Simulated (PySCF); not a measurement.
CH7BClPSi.
Atom-mapped SMILES: `[CH3:1][B:2]([Cl:3])[PH:4][SiH3:5]` (hydrogens: H6, H7, H8 on C1; H9 on P4; H10, H11, H12 on Si5)

Method: PBE0-D3(BJ)/def2-SVP geometry optimisation, gas phase in PySCF; density fitting, grid level 1; the optimiser is geomeTRIC in internal coordinates, started from a GFN2-xTB structure with every atom displaced at random (about 0.01 Å).

Step 0: E = -31494.2662 eV
```
atom  x, y, z in Å  |  force x, y, z in eV/Å
C1      4.1887   -1.4796    1.0761   -1.210   1.698   0.090
B2      2.9036   -1.4614    2.0258    1.403   0.018  -1.132
Cl3     2.7651   -2.6819    3.2289   -0.131  -1.044   0.922
P4      1.6241   -0.1327    2.0395   -1.002   0.043   1.384
Si5    -0.3179   -1.2620    1.7262    0.820   0.467   0.634
H6      4.1961   -0.5838    0.4106    0.051  -0.425   0.227
H7      4.1884   -2.3482    0.4452   -0.031  -0.921  -0.521
H8      5.1140   -1.4714    1.6334    0.594  -0.127   0.498
H9      1.7646    0.3883    0.7976    0.210   0.698  -1.621
H10    -1.2906   -0.2316    1.3755   -0.517   0.356  -0.155
H11    -0.2443   -2.2727    0.6887    0.015  -0.582  -0.619
H12    -0.6193   -1.8838    3.0241   -0.202  -0.181   0.295
```

Step 1: E = -31494.4770 eV
```
atom  x, y, z in Å  |  force x, y, z in eV/Å
C1      4.2052   -1.4402    1.0888    0.282  -0.250  -0.157
B2      2.9214   -1.4613    1.9638   -0.192  -0.267   0.447
Cl3     2.7074   -2.7983    3.1541    0.034   0.427  -0.423
P4      1.6160   -0.0795    1.9951    0.094   0.071  -0.262
Si5    -0.3021   -1.2432    1.7843   -0.106  -0.036  -0.161
H6      4.2972   -0.5677    0.4336   -0.053   0.135  -0.062
H7      4.2229   -2.3457    0.4467   -0.015   0.124   0.145
H8      5.1154   -1.4977    1.7137   -0.104  -0.050   0.003
H9      1.7564    0.4488    0.6577   -0.074  -0.213   0.365
H10    -1.3745   -0.2662    1.4186    0.043  -0.008   0.002
H11    -0.2481   -2.3012    0.7231    0.017   0.048   0.077
H12    -0.6449   -1.8686    3.0922    0.074   0.017   0.026
```

**Question.** Estimate the geometry and energy of step 2. (The exact step hangs on the optimiser's Hessian estimate; all steps are aligned on step 1, rigid shifts and turns removed.)

**Answer.** E = -31494.4971 eV, largest force 0.248 eV/Å
```
atom  x, y, z in Å  |  force x, y, z in eV/Å
C1      4.2114   -1.4370    1.0901    0.070   0.016  -0.081
B2      2.9149   -1.4506    1.9563   -0.047  -0.182   0.162
Cl3     2.6725   -2.7963    3.1028    0.026   0.140  -0.145
P4      1.6130   -0.0728    1.9912    0.024   0.069  -0.058
Si5    -0.2991   -1.2435    1.7854   -0.045  -0.018  -0.027
H6      4.3176   -0.5509    0.4478   -0.013  -0.009   0.026
H7      4.2192   -2.3333    0.4437   -0.015   0.015   0.024
H8      5.1067   -1.5228    1.7289   -0.021  -0.006   0.016
H9      1.7419    0.4248    0.6594   -0.014  -0.028   0.062
H10    -1.3728   -0.2752    1.4090    0.011   0.000  -0.003
H11    -0.2359   -2.3169    0.7472    0.009  -0.002   0.014
H12    -0.6171   -1.8464    3.1099    0.015   0.004   0.009
```

The energy changes by -0.0201 eV. The first-order estimate −F·Δx gives -0.0326 eV and the mean of the old and new forces, exact on a quadratic surface, -0.0201 eV. The step makes an angle of 73° with the force vector and moves no atom by more than 0.062 Å.

The cost below is that of the whole optimisation. On an Arm Neoverse V2 with one thread, no GPU (shared host), this took 57 s and 0.51 GiB of memory at its peak.
